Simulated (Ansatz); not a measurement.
A single point on C3H11NO2Zr, SMILES `C[N](C)[Zr]([CH3])([OH])[OH]`.

```yaml
crystal:
  periodic: [false, false, false]
  atoms:
    - {symbol: C, position_ang: [-1.565379, 0.229920, 1.414783]}
    - {symbol: N, position_ang: [-0.338172, -0.301514, 0.874792]}
    - {symbol: C, position_ang: [-0.026144, -1.611094, 1.391628]}
    - {symbol: Zr, position_ang: [0.811766, 0.683141, -0.474849]}
    - {symbol: C, position_ang: [-0.028208, 0.025739, -2.447938]}
    - {symbol: O, position_ang: [0.462396, 2.582270, -0.369693]}
    - {symbol: O, position_ang: [2.617217, -0.008402, -0.422042]}
    - {symbol: H, position_ang: [-2.425637, -0.408025, 1.165198]}
    - {symbol: H, position_ang: [-1.765800, 1.228636, 1.016956]}
    - {symbol: H, position_ang: [-1.524065, 0.311272, 2.511230]}
    - {symbol: H, position_ang: [0.916200, -1.979202, 0.976647]}
    - {symbol: H, position_ang: [-0.809568, -2.341011, 1.140986]}
    - {symbol: H, position_ang: [0.074544, -1.601033, 2.487205]}
    - {symbol: H, position_ang: [-1.086184, 0.295728, -2.540921]}
    - {symbol: H, position_ang: [0.046341, -1.060637, -2.570781]}
    - {symbol: H, position_ang: [0.505681, 0.489988, -3.286184]}
    - {symbol: H, position_ang: [0.568531, 3.528088, -0.396035]}
    - {symbol: H, position_ang: [3.566510, -0.063884, -0.470982]}
basis:
  gaussian: {orbitals: def2-QZVPP}
correlation: {method: mp2}
```

```sh
$ ansatz run in.yaml --threads 2 --pin off --events-out ev --progress --plain --max-ram 32768MiB --backend cuda --devices 0, --max-vram 18GiB
```

It prints (some lines left out):

```
Functional definition: HF
4534 factors; integrals over basis functions are off by at most 9.6e-4 eV
mean field evaluation 1: about -10085.2774 eV, gradient 7.4e1 eV
mean field evaluation 2: about -10085.4424 eV, gradient 7.5e1 eV
mean field evaluation 4: about -10096.1154 eV, gradient 6.1e0 eV
mean field evaluation 8: about -10096.2541 eV, gradient 5.4e-1 eV
mean field -10096.25538260 eV, -371.0305418229 hartree, gradient 1.6e-6 eV, S^2 0.000000; 0 other end points of the search recorded, 0 dependent functions left out
6 core orbitals not correlated: weight in the atoms' cores, before any rotation towards them, 1.000 or more for the frozen orbitals, at most 0.000 for the correlated occupied ones
reference -10096.25538260 eV, -371.0305418229 hartree; 26, 26 occupied and 721, 721 virtual orbitals, 4534 factors
second order -47.14067124 eV of doubles, -0.00000000 eV of singles
Total energy: -10143.39605384 eV, -372.7629295380 hartree
```

Run time 18 s (2 threads of an AMD EPYC 7R13 on a shared host and a share of an NVIDIA H100 80 GB); peak host memory 1.4 GiB.
